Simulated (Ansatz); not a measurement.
Total energies of `FC(F)(F)[O][SnH3]`.

Cartesian coordinates in Å:
```
F -0.138 2.528 -0.661
C -0.481 1.272 -0.376
F -0.915 1.261 0.914
F -1.565 0.979 -1.123
O 0.516 0.448 -0.577
Sn 0.614 -1.346 0.330
H 1.193 -1.029 1.892
H -0.955 -1.989 0.280
H 1.731 -2.124 -0.679
```

Total charge 0; spin multiplicity 1. Correlated methods include outer-core shells of Sn, which these sets cover unevenly. Sn takes the def2 core potential. The structure was optimised at the PBE0-D4/def2-TZVP level. Basis def2-TZVPP, Ansatz.

RPA on PBE orbitals: Hartree–Fock energy of these orbitals -626.25924 Eh, correlation -2.18628 Eh (frozen core).

```
functional  energy without D4 (Eh)  D4 term (kJ/mol)
     BHLYP              -628.92399             -22.3
  PBE-QIDH              -628.51595                 –
```

**Question.** Give the same for LDA (SPW92), PBE, revPBE, BLYP, r2SCAN, B97M-V, PBE0, B3LYP, r2SCANh, r2SCAN0, HSE06 (plane-wave form), CAM-B3LYP, LC-ωPBE, ωB97X-V, ωB97M-V, B2PLYP. (Estimate.)

**Answer.** The calculation gave: 
```json
{"functional": "LDA (SPW92)", "energy without D4 (Eh)": "-626.04549", "D4 term (kJ/mol)": "–"}
{"functional": "PBE", "energy without D4 (Eh)": "-628.75089", "D4 term (kJ/mol)": "-17.9"}
{"functional": "revPBE", "energy without D4 (Eh)": "-629.06450", "D4 term (kJ/mol)": "-55.5"}
{"functional": "BLYP", "energy without D4 (Eh)": "-629.05576", "D4 term (kJ/mol)": "-39.6"}
{"functional": "r2SCAN", "energy without D4 (Eh)": "-629.06955", "D4 term (kJ/mol)": "-4.3"}
{"functional": "B97M-V", "energy without D4 (Eh)": "-629.04240", "D4 term (kJ/mol)": "–"}
{"functional": "PBE0", "energy without D4 (Eh)": "-628.76165", "D4 term (kJ/mol)": "-15.1"}
{"functional": "B3LYP", "energy without D4 (Eh)": "-629.23573", "D4 term (kJ/mol)": "-28.9"}
{"functional": "r2SCANh", "energy without D4 (Eh)": "-629.03442", "D4 term (kJ/mol)": "-4.6"}
{"functional": "r2SCAN0", "energy without D4 (Eh)": "-628.98368", "D4 term (kJ/mol)": "-5.1"}
{"functional": "HSE06 (plane-wave form)", "energy without D4 (Eh)": "-628.74277", "D4 term (kJ/mol)": "-14.1"}
{"functional": "CAM-B3LYP", "energy without D4 (Eh)": "-629.04484", "D4 term (kJ/mol)": "-15.3"}
{"functional": "LC-ωPBE", "energy without D4 (Eh)": "-628.97720", "D4 term (kJ/mol)": "–"}
{"functional": "ωB97X-V", "energy without D4 (Eh)": "-629.01461", "D4 term (kJ/mol)": "–"}
{"functional": "ωB97M-V", "energy without D4 (Eh)": "-629.01209", "D4 term (kJ/mol)": "–"}
{"functional": "B2PLYP", "energy without D4 (Eh)": "-628.71514", "D4 term (kJ/mol)": "–"}
```

B3LYP takes the VWN-RPA correlation (the form of Gaussian; ORCA's B3LYP/G). HSE06 is the plane-wave form, built on full-range PBE exchange. The double hybrids freeze the cores in their second-order part.

LC-ωPBE has ω = 0.4 bohr⁻¹.
